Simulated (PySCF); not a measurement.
PySCF job for C2H10OSi3, SMILES [C@H]1([SiH2][Si@@H](C1)O)[SiH3], PBE/pcSseg-1. Geometry: B3LYP-D3(BJ)/def2-SVP. The structure was generated by enumeration; whether it is a known compound was not checked. The values are those of a single conformer.

```python
import numpy as np
from pyscf import gto, scf, dft
from pyscf.prop.nmr import rks as nmr

mol = gto.M(
    atom='''
    O     2.81395775    1.39854278    0.29890318
    Si    1.62679061    0.41815125   -0.35082107
    C    -0.16343166    1.05459598   -0.59224398
    C    -0.87912225   -0.33932387   -0.50168493
    Si   -2.70356488   -0.27431717   -0.04387280
    Si    0.33872746   -1.22890803    0.70659379
    H     2.68634437    1.70133782    1.20551938
    H     2.18622992   -0.05126654   -1.64829113
    H    -0.39057502    1.61882989   -1.51108210
    H    -0.45525204    1.69096076    0.26250155
    H    -0.78953978   -0.86421905   -1.47036224
    H    -3.27345372   -1.65131669    0.06300785
    H    -3.49790905    0.48709480   -1.05655653
    H    -2.85342211    0.40973065    1.27576400
    H     0.48203635   -2.70721753    0.55834317
    H    -0.01814231   -0.92287344    2.12690501
    ''',
    basis='pcSseg-1',
    charge=0,
    spin=0,
    max_memory=1600,
    verbose=3,
)
mf = dft.RKS(mol, xc='pbe').density_fit(auxbasis='def2-universal-jkfit')
mf.grids.level = 3
mf.conv_tol = 1e-10
mf.max_cycle = 100
mf.kernel()
n = nmr.NMR(mf)
n.verbose = 2
n.max_cycle_cphf = 60
sigma = n.kernel()
print('atom   isotropic/ppm   span/ppm')
for i, s in enumerate(sigma):
    w = np.linalg.eigvalsh((s + s.T) / 2)
    print(f'{mol.atom_symbol(i):2s}{i + 1:3d} {w.mean():14.3f} {w[2] - w[0]:11.3f}')
```

Program output:

```
converged SCF energy = -1025.26262134944
atom   isotropic/ppm   span/ppm
O   1        256.678      82.099
Si  2        338.400     105.758
C   3        149.307      64.989
C   4        188.016      28.855
Si  5        395.130     113.571
Si  6        369.316     173.639
H   7         29.423      16.880
H   8         25.955       8.168
H   9         29.234      11.968
H  10         29.868       7.218
H  11         31.034      11.290
H  12         26.993       9.121
H  13         26.880       9.325
H  14         27.392       7.424
H  15         26.506      10.024
H  16         27.054       6.380
```

The run converged.

Cost: roughly 60 core-seconds.
